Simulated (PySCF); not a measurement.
Cartesian coordinates in Å; atom numbers follow the order of the lines, from 1:
```xyz
22

C    -2.166   -0.789    1.050
C    -1.405    0.403    0.469
C    -2.227    1.086   -0.623
C    -0.072   -0.037   -0.068
Si    0.149   -1.291   -1.460
C     1.056    0.448    0.438
O     2.252    0.036   -0.045
Si    3.773    0.477    0.315
H    -3.099   -0.459    1.503
H    -2.394   -1.509    0.269
H    -1.568   -1.284    1.812
H    -1.231    1.128    1.275
H    -3.178    1.432   -0.221
H    -2.426    0.393   -1.436
H    -1.688    1.942   -1.023
H     0.875   -2.460   -0.961
H    -1.160   -1.738   -1.953
H     0.873   -0.671   -2.572
H     1.096    1.177    1.243
H     4.048    0.270    1.740
H     4.494   -0.428   -0.562
H     3.987    1.895    0.011
```

[PySCF 2.14.0 with density-fitted response routines: geometry: GFN2-xTB; NMR shieldings at PBE0/pcSseg-1/GIAO; one conformer; equivalent nuclei averaged; relativity neglected; isolated molecule]

Chemical shifts δ = σref − σ; 13C (186.93 ppm) and 1H (31.72 ppm) and 29Si (349.16 ppm) against TMS; 17O (336.08 ppm) vs H2O, all at this level.

```tsv
atoms	nucleus	count	Hirshfeld charge	δ (ppm)
H16/H17/H18	1H	3	-0.08	4.13
C6	13C	1	0.03	?
H19	1H	1	0.05	6.91
C1/C3	13C	2	-0.12	25.6
C2	13C	1	-0.02	?
H9/H10/H11/H13/H14/H15	1H	6	0.04	1.11
H12	1H	1	0.04	?
C4	13C	1	-0.11	128.9
O7	17O	1	-0.18	?
Si8	29Si	1	0.40	-38.5
H20/H21/H22	1H	3	-0.08	5.03
Si5	29Si	1	0.29	-93.0
```

Problem. Fill in the missing shifts.

Solution. 
- C6: 152.6 ppm, alkene carbon bearing oxygen; an sp2 carbon further deshielded by the attached heteroatom
- C2: 36.0 ppm, allylic sp3 CH; a saturated carbon with 3 carbon neighbours and no heteroatom attached
- H12: 2.25 ppm, hydrogen on an allylic sp3 CH; allylic position
- O7: 97.9 ppm, oxygen bonded to C, Si

Shifts are as computed. Against solution values, carbons near 30 ppm lie about +3 ppm off and those near 130 ppm about +5 ppm. Of 1211 compounds with measured shifts, 218 miss one by over three times the rms of a fit or turn the order of signals round; such compounds aren't used in these exercises. Experimental scales use liquid or dissolved standards, which lie at an offset from isolated H2O (liquid H2O: subtract about 36 ppm).
